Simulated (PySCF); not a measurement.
A made-up structure of AlSiH3SO, closed shell:

O1  (-1.709, -0.547, -0.490)
Al2  (-0.745, 0.855, -0.788)
Si3  (0.944, -0.240, 0.562)
S4  (-0.766, -1.571, 0.480)
H5  (-1.212, 2.090, -1.654)
H6  (2.181, -0.814, -0.037)
H7  (-0.454, 2.306, -1.137)
(Å)

It is relaxed with PBE-D4/def2-SVP and then PBE0-D4/def2-TZVP (PySCF 2.14 with density fitting (its default auxiliary sets; JK sets also for MP2 and CCSD(T))). Atoms count as bonded within 1.22 times the sum of their covalent radii (H–H: 0.88 Å). The end point is not checked to be a true minimum.

(1) Does its bonding change? (Judge from chemistry; the calculation decides.)

Answers

(1) Computed: Yes. Formed: H5–H7; broken: Al2–Si3, Al2–S4, Al2–H5, Al2–H7.

Where it ends: The first stage lowers the energy by 2.96 eV in 21 steps. It ends as a complex of AlSiHSO ([Al][O][S][SiH]) + H₂:
O1  (-0.279, -0.641, -1.469)
Al2  (-0.818, -0.293, -3.051)
Si3  (1.413, 0.333, 0.817)
S4  (0.090, -1.066, 0.057)
H5  (-1.895, 2.398, -0.605)
H6  (1.292, -0.586, 2.035)
H7  (-1.417, 1.857, -0.414)
(Å)

Labels in which every atom is bracketed show which atoms are joined, not bond orders.

For scale, one of the runs: PBE0-D4/def2-TZVP relaxation, 160 basis functions, launched by `OMP_NUM_THREADS=2 python run.py`. Hardware: 2 CPU threads of an Arm Neoverse V2, shared host. Wall time 18 min; peak host memory 1.5 GiB.
